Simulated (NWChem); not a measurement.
Molecule: C2H3BO3; SMILES O=C1OCB1O

```xyz
9

O      1.2582     1.5693     0.0000
C      0.3956     0.7478     0.0000
O     -0.9544     1.0040     0.0000
C     -1.4274    -0.3781     0.0000
B      0.0848    -0.8451     0.0000
O      0.7409    -1.9994     0.0000
H     -2.0330    -0.5845     0.8967
H     -2.0330    -0.5845    -0.8967
H      1.7015    -1.9015     0.0000
```
Atoms are numbered in this order, from 1.

Coordinates come from a PBE0/def2-SVP optimisation.

Q: Give the principal values of the shielding tensors (ppm) of O1, C2, O3, C4, B5 from PBE0/pcSseg-1, GIAO (NWChem), with their diamagnetic and paramagnetic parts as GIAO splits them.

A: 
```json
[
 {"atom": "O1", "σ11": "-515.3", "σ22": "-255.2", "σ33": "233.1", "isotropic": "-179.1", "diamagnetic": "403.1", "paramagnetic": "-582.2"},
 {"atom": "C2", "σ11": "-75.5", "σ22": "40.4", "σ33": "44.3", "isotropic": "3.1", "diamagnetic": "251.3", "paramagnetic": "-248.2"},
 {"atom": "O3", "σ11": "-320.5", "σ22": "154.6", "σ33": "202.3", "isotropic": "12.1", "diamagnetic": "399.7", "paramagnetic": "-387.5"},
 {"atom": "C4", "σ11": "99.7", "σ22": "100.4", "σ33": "165.6", "isotropic": "121.9", "diamagnetic": "250.4", "paramagnetic": "-128.5"},
 {"atom": "B5", "σ11": "6.7", "σ22": "63.9", "σ33": "80.8", "isotropic": "50.4", "diamagnetic": "192.4", "paramagnetic": "-142.0"}
]
```
